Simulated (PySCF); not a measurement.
Be2F2. Atoms are numbered in the order given.

```xyz
4

F      0.0000     0.0000    -2.3970
Be     0.0000     0.0000    -1.0262
Be     0.0000     0.0000     1.0262
F      0.0000     0.0000     2.3970
```
Charge 0, spin multiplicity 1.

Geometry: PBE0-D3(BJ)/def2-TZVP. The values are those of a single conformer.

The numbers are results of TDA-PBE/def2-TZVPD in PySCF, not measurements.

Vertical excitations; the highest root listed may be one member of a degenerate set. Gas-phase values at a fixed geometry. State labels are in the subgroup D2h.

| state | symmetry | energy (eV) | λ (nm) | f | main pairs |
|---|---|---|---|---|---|
| S1 | B2u | 6.09 | 204 | 0.379 | HOMO→LUMO (degenerate set) |
| S2 | B3u | 6.09 | 204 | 0.379 | HOMO→LUMO+1 (degenerate set) |
| S3 | B1u | 7.00 | 177 | 0.257 | HOMO→LUMO+2 93 % |
| S4 | Ag | 7.46 | 166 | 0.000 | HOMO→LUMO+3 92 % |
| S5 | Au | 7.67 | 162 | 0.000 | HOMO−2→LUMO 50 %, HOMO−1→LUMO+1 50 % |
| S6 | Au | 7.71 | 161 | 0.000 | HOMO−1→LUMO+1, HOMO−2→LUMO (degenerate set) |
| S7 | B1u | 7.71 | 161 | 0.000 | HOMO−2→LUMO+1, HOMO−1→LUMO (degenerate set) |
| S8 | B1g | 7.71 | 161 | 0.000 | HOMO−3→LUMO 50 %, HOMO−4→LUMO+1 50 % |
| S9 | B1g | 7.75 | 160 | 0.000 | HOMO−4→LUMO+1, HOMO−3→LUMO (degenerate set) |
| S10 | Ag | 7.75 | 160 | 0.000 | HOMO−3→LUMO+1, HOMO−4→LUMO (degenerate set) |
| T1 | B2u | 3.87 | 321 | 0 | HOMO→LUMO (degenerate set) |
| T2 | B3u | 3.87 | 321 | 0 | HOMO→LUMO+1 (degenerate set) |
| T3 | B1u | 6.11 | 203 | 0 | HOMO→LUMO+2 95 % |
| T4 | Ag | 6.74 | 184 | 0 | HOMO→LUMO+3 99 % |
Triplets are in the Tamm–Dancoff approximation.
